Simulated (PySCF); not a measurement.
Species: `C[P@@](=O)(CO)C(F)(F)F`. The columns A, B, C and D hold Mulliken, IAO, Hirshfeld and ESP-fitted charges (e) of one PBE0/pcSseg-1 density (PySCF), in a shuffled order. Coordinates in Å (GFN2-xTB); the density's dipole moment is (0.25, -1.11, -2.44) D.

```tsv
atom	x	y	z	A	B	C	D
C1	-1.118	-1.323	-0.325	-0.491	-0.493	-0.156	-0.695
P2	-0.132	-0.041	0.514	+0.657	+0.743	+0.404	+1.466
O3	-0.098	-0.114	1.974	-0.579	-0.583	-0.390	-0.905
C4	1.570	0.018	-0.225	+0.054	-0.108	-0.040	-0.291
O5	2.242	-1.101	0.273	-0.565	-0.442	-0.215	-0.535
C6	-0.936	1.563	-0.092	+0.279	+0.596	+0.210	+0.566
F7	-0.276	2.626	0.374	-0.134	-0.257	-0.086	-0.272
F8	-0.953	1.665	-1.429	-0.167	-0.271	-0.096	-0.286
F9	-2.200	1.646	0.325	-0.110	-0.255	-0.086	-0.271
H10	-2.108	-1.334	0.131	+0.172	+0.179	+0.064	+0.184
H11	-0.631	-2.279	-0.138	+0.175	+0.175	+0.065	+0.184
H12	-1.193	-1.145	-1.394	+0.141	+0.158	+0.056	+0.173
H13	1.555	-0.066	-1.313	+0.103	+0.153	+0.055	+0.170
H14	2.058	0.961	0.063	+0.054	+0.155	+0.049	+0.151
H15	2.217	-1.069	1.240	+0.410	+0.249	+0.168	+0.362
```

Q: Which column most likely holds the ESP-fitted charges?

A: A. Σ q r misses the density's dipole by 0.07 D (A), 0.47 D (C), 1.07 D (B), 1.17 D (D). Charges fitted to the outside potential are the only set here that is tied to the molecule's multipoles.

Q: And the Hirshfeld charges?

A: C. The mean sizes are 0.142 e (C), 0.273 e (A), 0.321 e (B), 0.434 e (D), and Hirshfeld charges are commonly the smallest of these schemes.

As computed, A = ESP-fitted, B = Mulliken, C = Hirshfeld, D = IAO. Hydrogens on carbon: ESP-fitted +0.05 to +0.18, Mulliken +0.15 to +0.18, Hirshfeld +0.05 to +0.06, IAO +0.15 to +0.18 e.

The Mulliken scheme gives each basis function's population to the atom it is centred on and halves the overlap population of two atoms between them. The ESP scheme is a least-squares fit of atom-centred charges to the potential on four shells outside the van der Waals surface, with the total charge fixed.

Isolated species at its GFN2-xTB geometry (one conformer only).

Conformer computed: `[CH3:1][P@@:2](=[O:3])([CH2:4][OH:5])[C:6]([F:7])([F:8])[F:9]`: C1–P2–C4–O5 -75°, C1–P2–C6–F7 -176°, H–O5–C4–P2 -56°.
